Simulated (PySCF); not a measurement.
An unknown gives this computed stick spectrum. Level of theory: TDDFT CAM-B3LYP/def2-SVPD, vertical, gas phase, core orbitals frozen in the response (PySCF). Geometries: PBE0-D3(BJ)/def2-SVP, one conformer each. Relativistic effects are left out although some hold elements past zinc.

| state | E (eV) | f |
| --- | --- | --- |
| S1 | 4.67 | 0.0000 |
| S2 | 4.75 | 0.0083 |
| S3 | 5.00 | 0.018 |
| S4 | 5.06 | 0.022 |
| S5 | 5.65 | 0.014 |
| S6 | 5.81 | 0.051 |
| S7 | 6.05 | 0.023 |
| S8 | 6.25 | 0.046 |
| S9 | 6.46 | 0.015 |
| S10 | 6.60 | 0.086 |

Question: Which structure fits?
A. `C=C[P@H](=[Se])CC`
B. `C=C(C)[SiH2]P([SiH3])[SiH3]`
C. `CP(C)(C)=[Se]`

Answer: A. Its S1, at 4.67 eV, is the lowest among the candidates; the nearest of the others has S1 at 5.13 eV. S1 is HOMO-1→LUMO (96%). Löwdin shares by element: HOMO selenium 77%, phosphorus 15%; LUMO carbon 64% or more, phosphorus 10%, hydrogen 6% or more (atoms not listed hold the other 21%). At the same level the other candidates give, for their lowest levels:
- `CP(C)(C)=[Se]`: 5.13 eV (f 0.027 summed over 2 states); 5.55 eV (f 0.130 summed over 2 states); 6.08 eV (f 0.000) [of 6 roots; the last level is left out, as the window may have cut its degenerate partner]; HOMO -7.12, LUMO 0.83 eV
- `C=C(C)[SiH2]P([SiH3])[SiH3]`: 6.19 eV (f 0.005); 6.23 eV (f 0.036); 6.32 eV (f 0.007); 6.39 eV (f 0.041); 6.43 eV (f 0.044); T1 4.15 eV; HOMO -8.42, LUMO 0.64 eV

Shape of the structure used: `[CH2:1]=[CH:2][P@H:3](=[Se:4])[CH2:5][CH3:6]`: C1–C2–P3–Se4 2°, C2–P3–C5–C6 -174°.
Triplets come from the Tamm–Dancoff approximation.
